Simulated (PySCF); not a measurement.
ClSn, doublet, at a GFN2-xTB geometry (such geometries of metal compounds can be far from the true shape) (core potentials on Sn); PySCF with DF-B3LYP/def2-QZVPP.

The PySCF input:
```python
from pyscf import gto, scf, dft

mol = gto.Mole()
mol.atom = '''
    Sn   -0.00000000   -0.00000000   -0.60000371
    Cl    0.00000000    0.00000000    1.76471678
'''
mol.basis = 'def2-qzvpp'
mol.ecp = {'Sn': 'def2-qzvpp'}
mol.spin = 1
mol.verbose = 4
mol.build()

mf = dft.UKS(mol)
mf.xc = 'b3lyp'
mf = mf.density_fit(auxbasis='def2-universal-jkfit')
mf.kernel()
```

Task: What does PySCF print? Leave out banner, timings and long lists.

Result: 
```
PySCF version 2.14.0

[INPUT] verbose = 4
[INPUT] num. atoms = 2
[INPUT] num. electrons = 39
[INPUT] charge = 0
[INPUT] spin (= nelec alpha-beta = 2S) = 1
[INPUT] symmetry False subgroup None
[INPUT] Mole.unit = angstrom
[INPUT] Symbol           X                Y                Z      unit          X                Y                Z       unit  Magmom
[INPUT]  1 Sn     0.000000000000   0.000000000000  -0.600003710000 AA    0.000000000000   0.000000000000  -1.133842685623 Bohr   0.0
[INPUT]  2 Cl     0.000000000000   0.000000000000   1.764716780000 AA    0.000000000000   0.000000000000   3.334831401624 Bohr   0.0

nuclear repulsion = 83.6937294369535
number of shells = 44
number of NR pGTOs = 256
number of NR cGTOs = 152
basis = def2-qzvpp
ecp = {'Sn': 'def2-qzvpp'}

******** <class 'pyscf.df.df_jk.DFUKS'> ********
method = DFUKS
initial guess = minao
damping factor = 0
level_shift factor = 0
DIIS = <class 'pyscf.scf.diis.CDIIS'>
diis_start_cycle = 1
diis_space = 8
diis_damp = 0
SCF conv_tol = 1e-09
SCF conv_tol_grad = None
SCF max_cycles = 50
direct_scf = False
number electrons alpha = 20  beta = 19
XC library pyscf.dft.libxc version 7.1.2
    S. Lehtola, C. Steigemann, M. J. T. Oliveira, and M. A. L. Marques,  SoftwareX 7, 1–5 (2018)
XC functionals = b3lyp
    P. J. Stephens, F. J. Devlin, C. F. Chabalowski, and M. J. Frisch,  J. Phys. Chem. 98, 11623 (1994)
radial grids:
    Treutler-Ahlrichs [JCP 102, 346 (1995); DOI:10.1063/1.469408] (M4) radial grids

becke partition: Becke, JCP 88, 2547 (1988); DOI:10.1063/1.454033
pruning grids: <function nwchem_prune>
grids dens level: 3
symmetrized grids: False
atomic radii adjust function: <function treutler_atomic_radii_adjust>
small_rho_cutoff = 0
Set gradient conv threshold to 3.16228e-05
tot grids = 40840
******** <class 'pyscf.df.df.DF'> ********
auxbasis = def2-universal-jkfit
init E= -638.148842754056

cycle= 1 E= -672.215025746102  delta_E= -34.1  |g|= 2.48  |ddm|=   25
cycle= 2 E= -608.456218984233  delta_E= 63.8  |g|= 9.55  |ddm|= 10.3
cycle= 3 E= -674.416231661903  delta_E=  -66  |g|= 0.811  |ddm|= 9.72
cycle= 4 E= -674.62853242021  delta_E= -0.212  |g|= 0.259  |ddm|= 0.469
cycle= 5 E= -674.650481164021  delta_E= -0.0219  |g|= 0.103  |ddm|= 0.267
cycle= 6 E= -674.653420797275  delta_E= -0.00294  |g|= 0.0306  |ddm|= 0.0775
cycle= 7 E= -674.653744568296  delta_E= -0.000324  |g|= 0.00585  |ddm|= 0.0236
cycle= 8 E= -674.653760420485  delta_E= -1.59e-05  |g|= 0.00263  |ddm|= 0.0071
cycle= 9 E= -674.653764149793  delta_E= -3.73e-06  |g|= 0.000551  |ddm|= 0.00272
cycle= 10 E= -674.653764324518  delta_E= -1.75e-07  |g|= 0.000245  |ddm|= 0.000674
cycle= 11 E= -674.653764363763  delta_E= -3.92e-08  |g|= 3.28e-05  |ddm|= 0.000269
cycle= 12 E= -674.653764364492  delta_E= -7.29e-10  |g|= 6.85e-06  |ddm|= 4.09e-05
Extra cycle  E= -674.653764364503  delta_E= -1.07e-11  |g|= 8.71e-06  |ddm|= 1.33e-05
converged SCF energy = -674.653764364503  <S^2> = 0.75244472  2S+1 = 2.0024432
```
